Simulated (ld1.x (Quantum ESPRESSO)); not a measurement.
Ge (Z = 32): one change to a TM potential, before and after

ld1.x (Quantum ESPRESSO) 7.5 input, shortened:

```
&input
   title='Ge', zed=32., rel=1, dft='PZ', iswitch=3,
   config='[Ar] 3d10 4s1.5 4p2.5'
 /
 &inputp
   pseudotype=2, tm=.true., lloc=1,
   nlcc=.true., rcore=1.50
 /
2
4S  1  0   1.50   0.00  1.45  1.45  0.0
4P  2  1   2.50   0.00  2.25  2.25  0.0
 &test
   configts(1)='4s1.5 4p2.5'
 /
```

All-electron outer shells of the reference configuration (LDA (PZ), scalar-relativistic, ld1.x):

```csv
shell,level (eV),outermost node (bohr),outermost maximum (bohr)
3p,-116.28,0.23,0.54
3d,-30.43,–,0.50
4s,-12.45,0.77,1.73
4p,-4.40,0.82,2.16
```

Change: wave 4p (bound): rc 2.25 bohr becomes 4p (bound): rc 3.32 bohr.

Cutoffs: the cutoffs (Ry, on a coarse ladder) from which the occupation-weighted sum of valence levels, in a spherical-Bessel basis at the reference potential, stays within 10 and 1 mRy of its value at 400 Ry; they do not see the model core or the augmentation charge, which bear on the density cutoff. Errors are all-electron minus pseudo energies relative to the spin-unpolarised reference configuration.

Problem. Predict the effect on cutoff, ghosts and configuration errors.

Solution. The potential gets neither clearly harder nor softer (30 Ry and 70 Ry → 30 Ry and 70 Ry); of the 9 tests that both files solve, the error grows in 4 and shrinks in 5 by more than 15 % and 0.3 meV (median size 8.4 → 5.3 meV); neither file shows a bound ghost.

```tsv
quantity	base	changed
cutoff, loose	30 Ry	30 Ry
cutoff, tight	70 Ry	70 Ry
loose cutoff by channel (10 mRy a level)	s 30 Ry, p 6 Ry	s 25 Ry, p 6 Ry
bound ghosts	none	none
error for 4s2 4p2, meV [ΔE -3.99 eV]	-1.8	+0.8
error for 4s2 4p1, meV [ΔE 3.65 eV]	-2.5	-3.3
error for 4s2 4p0, meV [ΔE 19.37 eV]	-37	-70
error for 4s0 4p4, meV [ΔE 12.37 eV]	-17	+10
error for 4s1 4p3, meV [ΔE 4.06 eV]	-2.3	+0.5
error for 4s1 4p0, meV [ΔE 54.58 eV]	-227	-328
error for 4s1 4p2, meV [ΔE 12.43 eV]	-13	-5.3
error for 4s1.5 4p2.5 (spin-polarised), meV [ΔE -1.35 eV]	+8.4	-6.3
error for 4s2 4p2 (spin-polarised), meV [ΔE -4.55 eV]	-0.2	-4.7
```
